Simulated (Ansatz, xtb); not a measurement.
# A geometry optimisation of F2H4N2Si with r2SCAN-D4/def2-SVP

The starting geometry of this gas-phase singlet has its atoms placed at random.

```xyz
9

F    -0.0596   -1.1713   -1.6784
F     0.1955   -0.4233    1.7729
N     1.0367   -1.0202   -0.5166
N     0.6634    0.4416    0.0519
Si   -1.5182    0.0639    1.0237
H     0.5366   -0.3505   -1.6132
H    -0.1119    1.1768    1.8384
H    -0.7402   -1.5656   -1.1138
H    -1.9044   -1.4269    0.7335
```

Task: Guess where an optimisation with r2SCAN-D4/def2-SVP ends from this start.

Result: It loosens into FH3N2Si + FH, which stay close as a complex. Distances that change by over a tenth: N3–N4 (1.61 → 1.24 Å). Contacts that open: F1–H6 (1.02 → 2.30 Å). Contacts that close: F2–Si5 (1.93 → 1.62 Å), N3–H6 (1.38 → 1.06 Å), N4–Si5 (2.42 → 1.79 Å), Si5–H7 (1.97 → 1.48 Å).

The energy falls by 17.34 eV over 44 steps:

| step | E − E(last) (eV) |
| --- | --- |
| 1 | 17.340 |
| 6 | 3.752 |
| 11 | 0.297 |
| 15 | 0.092 |
| 20 | 0.080 |
| 25 | 0.043 |
| 30 | 0.007 |
| 34 | 0.003 |
| 39 | 0.000 |
| 44 | 0.000 |

Final geometry (Å):

```xyz
9

F    -1.1768   -0.5436   -1.6045
F     0.0389   -0.2990    2.6511
N     1.6082   -0.2778   -0.7847
N     1.1151    0.2202    0.2371
Si   -0.3851   -0.2719    1.0871
H     1.0169   -1.0650   -1.1689
H    -1.4029    0.7886    0.8987
H    -1.8528   -1.1783   -1.5685
H    -0.8635   -1.6486    0.7509
```

From the same start GFN2-xTB reaches the same bonding as this run.

From so rough a start the end depends on the optimiser's path, so another program may land elsewhere. No frequencies were run, so the end isn't proven a minimum. Run with Ansatz 0.2.0, 6 min on 1 thread of AMD EPYC (Zen 3) (shared host).
